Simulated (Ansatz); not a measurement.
Geometry optimisation, RKS PBE/def2-SVP in Ansatz.

input.yaml

```yaml
crystal:
  periodic: [false, false, false]
  atoms:
    - { symbol: W, position_ang: [0.402396, 0.243341, -0.36598] }
    - { symbol: Cl, position_ang: [0.186213, -0.102426, 3.208499] }
    - { symbol: Cl, position_ang: [2.515718, -0.84932, -0.269844] }
    - { symbol: Cl, position_ang: [-1.062126, 2.072056, -0.588947] }
    - { symbol: H, position_ang: [-0.778152, 0.218777, 0.821412] }
    - { symbol: Cl, position_ang: [-0.484081, -1.884524, -0.231868] }
    - { symbol: Cl, position_ang: [0.375885, 0.208159, -2.673437] }
    - { symbol: O, position_ang: [1.391004, 1.516279, 0.702465] }
    - { symbol: H, position_ang: [2.291844, 1.19264, 0.918877] }
    - { symbol: H, position_ang: [0.5451, 1.081419, 2.695823] }
basis:
  gaussian: { orbitals: def2-SVP }
hamiltonian:
  xc: pbe
relax:
  f_tol: 0.03
  max_steps: 50
```

Command:

```bash
$ ansatz run input.yaml --threads 4 --pin off --max-ram 5120MiB --backend cpu --events-out ev --progress --plain --runs-dir out
```

Problem. Where does it end, and by what steps?

Solution. The run converged. After 40 steps the energy has fallen by 0.145 eV; Cl3 moved furthest, 1.45 Å.

```json
{"step": "0", "energy less start (eV)": "0.0000", "largest force component (eV/Å)": "0.835", "accepted": "yes"}
{"step": "2", "energy less start (eV)": "-0.0400", "largest force component (eV/Å)": "0.704", "accepted": "yes"}
{"step": "4", "energy less start (eV)": "-0.0046", "largest force component (eV/Å)": "1.126", "accepted": "no"}
{"step": "6", "energy less start (eV)": "-0.0737", "largest force component (eV/Å)": "0.034", "accepted": "yes"}
{"step": "8", "energy less start (eV)": "-0.0762", "largest force component (eV/Å)": "0.124", "accepted": "yes"}
{"step": "10", "energy less start (eV)": "-0.0779", "largest force component (eV/Å)": "0.219", "accepted": "yes"}
{"step": "12", "energy less start (eV)": "-0.0803", "largest force component (eV/Å)": "0.073", "accepted": "yes"}
{"step": "14", "energy less start (eV)": "-0.0823", "largest force component (eV/Å)": "0.053", "accepted": "yes"}
{"step": "16", "energy less start (eV)": "-0.0844", "largest force component (eV/Å)": "0.126", "accepted": "yes"}
{"step": "18", "energy less start (eV)": "-0.0869", "largest force component (eV/Å)": "0.043", "accepted": "yes"}
{"step": "20", "energy less start (eV)": "-0.0887", "largest force component (eV/Å)": "0.082", "accepted": "yes"}
{"step": "22", "energy less start (eV)": "-0.0908", "largest force component (eV/Å)": "0.109", "accepted": "yes"}
{"step": "24", "energy less start (eV)": "-0.0934", "largest force component (eV/Å)": "0.261", "accepted": "yes"}
{"step": "26", "energy less start (eV)": "-0.1010", "largest force component (eV/Å)": "0.173", "accepted": "yes"}
{"step": "28", "energy less start (eV)": "-0.1074", "largest force component (eV/Å)": "0.830", "accepted": "no"}
{"step": "30", "energy less start (eV)": "-0.1295", "largest force component (eV/Å)": "0.193", "accepted": "yes"}
{"step": "32", "energy less start (eV)": "-0.1347", "largest force component (eV/Å)": "0.220", "accepted": "yes"}
{"step": "34", "energy less start (eV)": "-0.1425", "largest force component (eV/Å)": "0.079", "accepted": "yes"}
{"step": "36", "energy less start (eV)": "-0.1446", "largest force component (eV/Å)": "0.078", "accepted": "yes"}
{"step": "38", "energy less start (eV)": "-0.1451", "largest force component (eV/Å)": "0.045", "accepted": "yes"}
{"step": "40", "energy less start (eV)": "-0.1453", "largest force component (eV/Å)": "0.006", "accepted": "yes"}
```

```xyz
10
Properties=species:S:1:pos:R:3
W 0.440 0.224 -0.504
Cl -0.541 0.768 3.507
Cl 2.678 0.240 -1.220
Cl -0.382 2.353 -0.662
H -0.619 0.358 0.814
Cl -0.129 -1.937 -0.022
Cl -0.333 -0.142 -2.663
O 1.407 0.540 1.189
H 2.385 0.586 1.116
H 0.478 0.706 2.662
```

Whether the end is a true minimum wasn't checked by a vibrational analysis.

Run time: 61 s on 4 threads of Intel(R) Xeon(R) 6975P-C (Granite Rapids) (shared host), peak memory 0.27 GiB.
